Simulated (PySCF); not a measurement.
Se(SH)(GeH3) (GeH₄SSe), SMILES S[Se][GeH3]. The structure is a stationary point at PBE0-D3(BJ)/def2-SVP. This is a generated structure with no PubChem entry under its InChIKey; it may be hypothetical. One conformer was computed; it need not be the lowest.

Give the equilibrium geometry at PBE0-D3(BJ)/def2-SVP (PySCF confirms it by a frequency run) as bond lengths and angles. (Estimate from the structure and the level; the computed values follow.)

One answer among several that fit: 
Atoms: Se1 S2 H3 Ge4 H5 H6 H7. Bond lengths (Å): Se1–S2 2.225, Se1–Ge4 2.367, S2–H3 1.354, Ge4–H5 1.540, Ge4–H6 1.536, Ge4–H7 1.538. Bond angles (°): S2–Se1–Ge4 95.8, Se1–S2–H3 97.1, Se1–Ge4–H5 106.4, Se1–Ge4–H6 109.2, Se1–Ge4–H7 108.9, H5–Ge4–H6 111.0, H5–Ge4–H7 110.7, H6–Ge4–H7 110.5.
Charge 0, spin multiplicity 1.
